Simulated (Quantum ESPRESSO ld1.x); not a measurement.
Problem. The aim is the tungsten ion W+ in [Xe] 4f14 5d4 6s1. This ld1.x (Quantum ESPRESSO 7.5) run was made with `OMP_NUM_THREADS=1 ld1.x < ld1.in > ld1.out`. Can the result be used? Name any fault.

```
 &input
    zed=74.0,
    iswitch=1,
    rel=2,
    dft='PBE',
    config='[Xe] 4f14 5d4 6s1',
    lsmall=.true.,
    dx=0.06,
    prefix='ld1',
    max_out_wfc=37,
    file_charge='ld1.rho',
 /
```

Output (excerpt):

```
     Program LD1 v.7.5 starts

     --------------------------- All-electron run ----------------------------

     dirac relativistic calculation

     atomic number is 74.00
     dft =PBE   lsd =0 sic =0 latt =0  beta=0.20 tr2=1.0E-14
     Exchange-correlation= PBE
                           (   1   4   3   4   0   0   0)
     mesh = 283 r(mesh) = 101.08229 a.u. xmin = -8.00 dx = 0.06000
     1 Ry =  13.60569312 eV, c = 137.03599908

     n l j   nl                  e(Ry)          e(Ha)          e(eV)
     Spin orbit split results
     1 0 0.5 1S 1( 2.00)     -5101.3143     -2550.6571    -69406.9167
     2 0 0.5 2S 1( 2.00)      -880.2708      -440.1354    -11976.6946
     2 1 0.5 2P 1( 2.00)      -841.7041      -420.8521    -11451.9680
     2 1 1.5 2P 1( 4.00)      -742.2690      -371.1345    -10099.0842
     3 0 0.5 3S 1( 2.00)      -203.1076      -101.5538     -2763.4195
     3 1 0.5 3P 1( 2.00)      -185.9541       -92.9771     -2530.0350
     3 1 1.5 3P 1( 4.00)      -164.4524       -82.2262     -2237.4894
     4 0 0.5 4S 1( 2.00)       -42.3010       -21.1505      -575.5345
     4 1 0.5 4P 1( 2.00)       -35.1906       -17.5953      -478.7921
     4 1 1.5 4P 1( 4.00)       -30.2076       -15.1038      -410.9949
     3 2 1.5 3D 1( 4.00)      -135.6147       -67.8073     -1845.1315
     3 2 2.5 3D 1( 6.00)      -130.9394       -65.4697     -1781.5219
     5 0 0.5 5S 1( 2.00)        -6.3095        -3.1547       -85.8448
     5 1 0.5 5P 1( 2.00)        -4.2102        -2.1051       -57.2822
     5 1 1.5 5P 1( 4.00)        -3.4915        -1.7458       -47.5048
     4 2 1.5 4D 1( 4.00)       -18.5412        -9.2706      -252.2653
     4 2 2.5 4D 1( 6.00)       -17.6230        -8.8115      -239.7730
     4 3 2.5 4F 1( 6.00)        -3.0330        -1.5165       -41.2655
     4 3 3.5 4F 1( 8.00)        -2.8685        -1.4343       -39.0285
     5 2 1.5 5D 1( 4.00)        -0.8742        -0.4371       -11.8938
     5 2 2.5 5D 1( 0.00)        -0.8180        -0.4090       -11.1296
     6 0 0.5 6S 1( 1.00)        -0.8848        -0.4424       -12.0387
     Averaged results
     1 0     1S 1( 2.00)     -5101.3143     -2550.6571    -69406.9167
     2 0     2S 1( 2.00)      -880.2708      -440.1354    -11976.6946
     2 1     2P 1( 6.00)      -775.4140      -387.7070    -10550.0454
     3 0     3S 1( 2.00)      -203.1076      -101.5538     -2763.4195
     3 1     3P 1( 6.00)      -171.6197       -85.8098     -2335.0046
     4 0     4S 1( 2.00)       -42.3010       -21.1505      -575.5345
     4 1     4P 1( 6.00)       -31.8686       -15.9343      -433.5940
     3 2     3D 1(10.00)      -132.8095       -66.4048     -1806.9657
     5 0     5S 1( 2.00)        -6.3095        -3.1547       -85.8448
     5 1     5P 1( 6.00)        -3.7311        -1.8655       -50.7639
     4 2     4D 1(10.00)       -17.9903        -8.9951      -244.7699
     4 3     4F 1(14.00)        -2.9390        -1.4695       -39.9872
     5 2     5D 1( 4.00)        -0.8405        -0.4202       -11.4353
     6 0     6S 1( 1.00)        -0.8848        -0.4424       -12.0387

     final scf error:  2.7E-15 reached in  27 iterations

     Etot =  -32331.503423 Ry,  -16165.751711 Ha, -439892.513776 eV

     Ekin =   36435.663591 Ry,   18217.831796 Ha,  495732.457558 eV
     Encl =  -80732.599020 Ry,  -40366.299510 Ha,-1098422.967284 eV
     Eh   =   12615.530583 Ry,    6307.765291 Ha,  171643.037691 eV
     Exc  =    -650.098577 Ry,    -325.049289 Ha,   -8845.041741 eV
```

Solution. No (inaccurate). The line at issue: dx=0.06. The radial step is too large to integrate the orbitals; the run ends without a warning, but the energy is off by -0.1342 hartree against the default mesh. The sound input gives -16165.62 hartree.
